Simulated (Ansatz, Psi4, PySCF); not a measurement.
C₂H₆Be, charge +1, doublet, at a GFN2-xTB geometry (such geometries of metal compounds can be far from the true shape) (a state made from the parent by changing its charge; the spin is typed, not shown lowest), atoms displaced at random by about 0.03 Å a coordinate. Base run: PySCF with B3LYP/STO-3G, gradient.

PySCF was given this input:
```python
from pyscf import gto, scf, dft

mol = gto.Mole()
mol.atom = '''
    Be   -0.007788    0.010747   -0.009713
    C     1.338553    0.217841   -1.066994
    H     1.945033   -0.774837   -0.998376
    H     1.882526    1.065365   -0.889326
    H     0.977835    0.224892   -2.087873
    C    -1.323923   -0.169001    1.037831
    H    -1.829196   -1.142813    0.880231
    H    -2.003496    0.634440    0.956297
    H    -1.019184   -0.140959    2.115147
'''
mol.basis = 'sto-3g'
mol.charge = 1
mol.spin = 1
mol.verbose = 3
mol.build()

mf = dft.UKS(mol)
mf.xc = 'b3lyp'
mf.kernel()
g = mf.nuc_grad_method()
grad = g.kernel()
```

Programs used: Ansatz (a program for electronic structure), Psi4, PySCF; a row that names a program was run with it.

The coordinate followed is x of atom 3.

The base run was repeated with changes; each row names its change, and settings that it needs were set with it.

```
change                                                  dE/dx (Eh/bohr)  net force (Eh/bohr)
------------------------------------------------------  ---------------  -------------------
base                                                           0.016429             0.000007
finite difference step (bohr) = 0.01; conv_tol = 1e-11         0.016421                    -
grids.level = 1; grid_response = off                           0.016429             0.000058
code = ansatz                                                  0.016428             0.000000
grid_response = on                                             0.016422             0.000000
finite difference step (bohr) = 1e-4; conv_tol = 1e-11         0.016421                    -
conv_tol = 1e-4                                                0.016470             0.000007
finite difference step (bohr) = 0.2; conv_tol = 1e-11          0.016355                    -
grids.level = 5; grid_response = off                           0.016428             0.000001
code = psi4                                                    0.016426             0.000002
grids.level = 1; grid_response = on                            0.016473             0.000000
finite difference step (bohr) = 1e-5; conv_tol = 1e-11         0.016421                    -
```

The net force is zero for an exact gradient.

Open shells are given as the SCF converged; they aren't shown to be the lowest states, and a large step between rows can be another state.
